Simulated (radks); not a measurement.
Charge is removed step by step from the 3s1/2 level of neutral magnesium, starting from [Ne] 3s2. Calculated with a radial shooting solver on a logarithmic mesh with Libxc functionals: Dirac Kohn-Sham, PBE, spin-unpolarised, spherical densities, finite nucleus; Fermi nuclear charge, rms radius 3.057 fm.

| removed (e) | E - E(0) (eV) | eigenvalue (eV) | E minus straight line (eV) |
|---|---|---|---|
| 0 | 0.000 | -4.705 | 0.000 |
| 0.125 | 0.636 | -5.481 | -0.359 |
| 0.25 | 1.371 | -6.276 | -0.619 |
| 0.375 | 2.206 | -7.090 | -0.779 |
| 0.5 | 3.144 | -7.920 | -0.836 |
| 0.625 | 4.187 | -8.765 | -0.788 |
| 0.75 | 5.336 | -9.624 | -0.634 |
| 0.875 | 6.593 | -10.495 | -0.372 |
| 1 | 7.960 | -11.378 | 0.000 |

Removing the whole electron costs 7.960 eV by Delta-SCF, against 4.705 eV from minus the eigenvalue at the starting occupation. Slater's transition state (half an electron removed) gives 7.920 eV. Integrating minus the eigenvalue over the occupation (Janak's theorem) gives 7.960 eV. The mean slope of the eigenvalue, de/dn, is 6.67 eV per electron. Ionisation energy of Mg in the NIST Atomic Spectra Database: 7.646 eV (measured).

Beside tabulated values, note that spin-unpolarised runs miss the spin-polarisation part of the exchange energy of open shells.
